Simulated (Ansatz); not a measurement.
Program: Ansatz.

Input:

```yaml
crystal:
  periodic: [false, false, false]
  atoms:
    - { symbol: B, position_ang: [-1.252639, 0.962004, -0.182383] }
    - { symbol: C, position_ang: [0.306916, 0.981415, -0.219008] }
    - { symbol: O, position_ang: [0.958668, -0.340447, -0.358668] }
    - { symbol: Si, position_ang: [0.769606, -1.758243, 0.30369] }
    - { symbol: H, position_ang: [-1.848819, -0.078831, -0.186346] }
    - { symbol: H, position_ang: [-1.81743, 2.008289, -0.135703] }
    - { symbol: H, position_ang: [0.727471, 1.449662, 0.682316] }
    - { symbol: H, position_ang: [0.690164, 1.55831, -1.069919] }
    - { symbol: H, position_ang: [-0.137681, -1.968215, 1.44738] }
    - { symbol: H, position_ang: [1.603755, -2.813943, -0.281349] }
total_charge: 1
basis:
  gaussian: { orbitals: "6-31G*" }
hamiltonian:
  xc: r2scan
  dispersion: d4
neb:
  order_check: false
  images: 4
  f_tol: 0.05
  max_iterations: 8
  initial_path: idpp
  climbing: false
  final_atoms:
    - { symbol: H, position_ang: [1.75215579, -2.60224401, 0.84789486] }
    - { symbol: H, position_ang: [-0.40308451, -2.3506619, -0.57652412] }
    - { symbol: H, position_ang: [0.44156701, 1.06333659, -1.32564319] }
    - { symbol: H, position_ang: [0.87048538, 1.80094651, 0.20920777] }
    - { symbol: H, position_ang: [-1.81707278, 2.01191512, -0.12173075] }
    - { symbol: H, position_ang: [-1.72320441, 0.09703081, 0.70638186] }
    - { symbol: Si, position_ang: [0.75016391, -1.78803853, 0.15118255] }
    - { symbol: O, position_ang: [1.03293592, -0.23751189, 0.19212236] }
    - { symbol: C, position_ang: [0.30254324, 0.97618096, -0.23863049] }
    - { symbol: B, position_ang: [-1.20647855, 1.02904733, 0.15574915] }
```

Run as:

```bash
$ ansatz run input.yaml --threads 1 --pin off --max-ram 2048MiB --backend cpu --events-out ev --progress --plain --runs-dir out
```

Task: Does this input run?

Result: The input was rejected before any iteration.

```
Error: 8 input errors — fix all and re-run
  1. invalid value for `neb.final_atoms`: atom 0 is H but atom 0 of crystal.atoms is B — the final endpoint must list the same atoms in the same order
  2. invalid value for `neb.final_atoms`: atom 1 is H but atom 1 of crystal.atoms is C — the final endpoint must list the same atoms in the same order
  3. invalid value for `neb.final_atoms`: atom 2 is H but atom 2 of crystal.atoms is O — the final endpoint must list the same atoms in the same order
  4. invalid value for `neb.final_atoms`: atom 3 is H but atom 3 of crystal.atoms is Si — the final endpoint must list the same atoms in the same order
  5. invalid value for `neb.final_atoms`: atom 6 is Si but atom 6 of crystal.atoms is H — the final endpoint must list the same atoms in the same order
  6. invalid value for `neb.final_atoms`: atom 7 is O but atom 7 of crystal.atoms is H — the final endpoint must list the same atoms in the same order
  7. invalid value for `neb.final_atoms`: atom 8 is C but atom 8 of crystal.atoms is H — the final endpoint must list the same atoms in the same order
  8. invalid value for `neb.final_atoms`: atom 9 is B but atom 9 of crystal.atoms is H — the final endpoint must list the same atoms in the same order
```
